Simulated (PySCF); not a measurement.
# C₆ coefficients of unlike pairs at PBE

Calculated with PySCF 2.14 from the dipole response of each species, C₆(A,B) = (3/π) ∫ α_A(iu) α_B(iu) du, in atomic units, from isotropic polarisabilities. For ions this is the dispersion term alone; charge-induced terms of lower order in 1/R come first.

| species | configuration | basis | relativity | α (bohr³) | C₆ (like pair) |
| --- | --- | --- | --- | --- | --- |
| Sc³⁺ | [Ar] (1S) | aug-cc-pwCVTZ-DK (10s9p7d4f3g) | spin-free X2C | 2.154 | 5.709 |
| F³⁺ | [He] 2s2 2p2 (3P) | def2-QZVPPD (8s5p4d2f1g) | none | 0.9401 | 0.8487 |
| La³⁺ | [Xe] (1S) | def2-TZVPPD with the def2 core potential (46 electrons) (6s5p3d2f1g) | core potential | 7.625 | 46.22 |
| Te | [Kr] 4d10 5s2 5p4 (3P) | aug-cc-pV5Z-PP with ECP28MDF (8s8p6d4f3g2h) | core potential | 41.50 | 456.1 |

(1) Estimate C₆ for Te with Sc³⁺.

No spin-orbit coupling is included.

The other pairs:

| pair | C₆ |
| --- | --- |
| Te, F³⁺ | 16.66 |
| F³⁺, Sc³⁺ | 2.193 |
| Te, La³⁺ | 130.4 |
| La³⁺, Sc³⁺ | 15.84 |
| La³⁺, F³⁺ | 6.139 |

Answers

(1) The integral gives 41.36. The combination rule 2 C_A C_B / (C_A α_B/α_A + C_B α_A/α_B) gives 38.96 and the geometric mean 51.02.
